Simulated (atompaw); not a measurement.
# Before and after: PAW (atompaw) potential for beryllium

Be, PAW, made with atompaw 4.2.0.5 (LDA (PW92), scalar-relativistic). Core [He], reference 2s2 2p0. Waves: 2s (bound): rc 1.60 bohr; 2s channel at 0.3 Ry: rc 1.60 bohr; 2p (bound, empty): rc 3.00 bohr; 2p channel at 0.2 Ry: rc 3.00 bohr. Local part: ultrasoft scheme with l = 2 at -0.5 Ry, radius 2.60 bohr. Core correction: smooth core density matched at 2.05 bohr. Augmentation charge: sinc compensation charge, radius 2.80 bohr; PAW radius 3.00 bohr; waves and projectors: custom rrkj vanderbiltortho.

Change: augmentation sinc compensation charge, radius 2.80 bohr; PAW radius 3.00 bohr; waves and projectors: custom polynom vanderbiltortho.

Cutoffs: the cutoffs (Ry, on a coarse ladder) from which the occupation-weighted sum of valence levels, in a spherical-Bessel basis at the reference potential, stays within 10 and 1 mRy of its value at 400 Ry; they do not see the model core or the augmentation charge, which bear on the density cutoff.

Question: What does the change do?

Answer: The potential gets harder (8 Ry and 15 Ry → 12 Ry and 18 Ry); neither file shows a bound ghost.

| quantity | base | changed |
| --- | --- | --- |
| cutoff, loose | 8 Ry | 12 Ry |
| cutoff, tight | 15 Ry | 18 Ry |
| bound ghosts | none | none |
| s: phases at 3.01 bohr within 0.05 rad from the reference energy up to (Ry; the scan ends near 5) | to the end of the scan | to the end of the scan |
| p: phases at 3.01 bohr within 0.05 rad from the reference energy up to (Ry; the scan ends near 5) | 1.4 | 1.6 |
| lowest overlap eigenvalue by channel | s 0.72, p 0.92 | s 0.93, p 0.97 |

 The cutoffs see the waves, projectors and local potential, not the compensation charge or the core.
